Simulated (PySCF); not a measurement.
C₂H₆OSi₂, SMILES [SiH2]1O[SiH2]C=C1. The structure is a stationary point at PBE0-D3(BJ)/def2-SVP. The structure was generated by enumeration, and PubChem lists no compound with its InChIKey, so it may never have been made.

Computed equilibrium geometry at PBE0-D3(BJ)/def2-SVP (PySCF confirms it by a frequency run) as Cartesian coordinates in Å, and its point group:
point group C2v.
```xyz
11

C     -0.6747     0.0000     1.4006
C      0.6747     0.0000     1.4006
Si     1.4157     0.0000    -0.3282
O      0.0000     0.0000    -1.2272
Si    -1.4157     0.0000    -0.3282
H     -1.2419     0.0000     2.3402
H      1.2418     0.0000     2.3402
H      2.2360    -1.2120    -0.6199
H      2.2360     1.2120    -0.6199
H     -2.2360    -1.2120    -0.6199
H     -2.2360     1.2120    -0.6199
```
